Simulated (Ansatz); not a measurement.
A nudged elastic band was laid between two geometries of CH3BO2Si (8 atoms, charge 0, multiplicity 1).

All numbers below come from Ansatz 0.2.0, RKS revPBE/def2-SVP.

| Quantity | Value |
| --- | --- |
| movable images | 5 |
| climbing image | yes |
| spring | 5.0 eV/Å² |
| optimiser | quadratic models (default) |
| start path | IDPP |
| force threshold | 0.05 eV/Å |
| iteration limit | 6 |
| end points | relaxed |

Image 0:

```xyz
8
Properties=species:S:1:pos:R:3
O 0.046 -2.100 2.003
C 0.401 -1.099 1.514
B 0.828 0.155 0.879
Si -0.074 0.607 -0.692
O -1.300 -0.322 -1.371
H 1.708 0.848 1.344
H 0.167 1.828 -1.538
H -1.684 0.027 -2.195
```

Image 6:

```xyz
8
Properties=species:S:1:pos:R:3
O -0.174 -2.103 1.729
C 0.271 -1.090 1.343
B 0.792 0.175 0.816
Si 0.000 0.784 -0.770
O -1.229 0.091 -1.681
H 1.679 0.797 1.362
H 0.342 2.035 -1.515
H -1.590 -0.747 -1.340
```

(1) What changes between the two ends?

(2) What energy profile does the band end with?

(3) What is the geometry of the highest image?

The band took 5 iterations and about 2.3 core-minutes.

Answers

(1) No bond is made or broken. The dihedral B3–Si4–O5–H8 changes from -180 to 0° by way of a nearly straight angle Si4–O5–H8 (up to 179°), not by a turn about the bond.

(2) It converged. The highest image is number 3 of 0 to 6, 33.3 kJ/mol above the first end and 36.9 kJ/mol above the last; the last end lies 3.6 kJ/mol below the first. Another band between the same ends (5 images) ends at a top of the same energy, where a vibrational analysis finds 2 clearly imaginary modes.

```json
{"image": "0", "path coordinate (Å)": "0.00", "energy (kJ/mol)": "0.0", "angle Si4–O5–H8 (°)": "116"}
{"image": "1", "path coordinate (Å)": "0.31", "energy (kJ/mol)": "2.3", "angle Si4–O5–H8 (°)": "123"}
{"image": "2", "path coordinate (Å)": "0.62", "energy (kJ/mol)": "17.8", "angle Si4–O5–H8 (°)": "146"}
{"image": "3", "path coordinate (Å)": "0.92", "energy (kJ/mol)": "33.3", "angle Si4–O5–H8 (°)": "179"}
{"image": "4", "path coordinate (Å)": "1.25", "energy (kJ/mol)": "14.7", "angle Si4–O5–H8 (°)": "145"}
{"image": "5", "path coordinate (Å)": "1.58", "energy (kJ/mol)": "-1.9", "angle Si4–O5–H8 (°)": "121"}
{"image": "6", "path coordinate (Å)": "1.91", "energy (kJ/mol)": "-3.6", "angle Si4–O5–H8 (°)": "116"}
```

(3) 
```xyz
8
Properties=species:S:1:pos:R:3
O -0.179 -2.155 1.773
C 0.279 -1.143 1.404
B 0.824 0.124 0.904
Si 0.041 0.746 -0.679
O -1.153 0.020 -1.515
H 1.713 0.730 1.465
H 0.421 2.015 -1.391
H -1.854 -0.394 -2.017
```

Run time: 2.4 min on 1 CPU thread of a shared host.
